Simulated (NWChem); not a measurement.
## Correlation energy of C2H5S

```
S
C 1 1.7212
H 2 1.0911 1 116.55
H 2 1.0922 3 120.37 1 163.96
C 1 1.8201 2 101.78 3 -177.55
H 5 1.0988 1 107.08 2 -178.79
H 5 1.0999 6 109.34 1 120.00
H 5 1.1005 6 109.07 7 120.13
```
Charge 0, spin multiplicity 2.

The numbers come from NWChem runs, not from measurements. Structure: optimised with UB3LYP/def2-SVP, a minimum by its harmonic frequencies. It is one conformer; others weren't searched.

Basis set: def2-SVP. Each correlation energy counts from its own Hartree-Fock reference.

```tsv
method	correlation energy (mHa)
CCSD on UHF	-443.7
UMP2	-397.0
CCSD[T] on UHF	-457.5
CCSD(T) on ROHF	-462.3
CCSD[T] on ROHF	-463.0
SCS-UMP2	-397.5
CCSD(T) on UHF	-456.8
CCSD on ROHF	-448.8
```

The values span 66.0 mHa, from CCSD[T] on ROHF (lowest) to UMP2 (highest). 

The correlated methods keep 7 core orbitals frozen. The structure started from a generated list of species. The stability of the SCF solutions was not checked. Open-shell Hartree-Fock references start from PBE0 orbitals. No row is a measurement; the coupled-cluster row has its own basis-set and correlation limits.
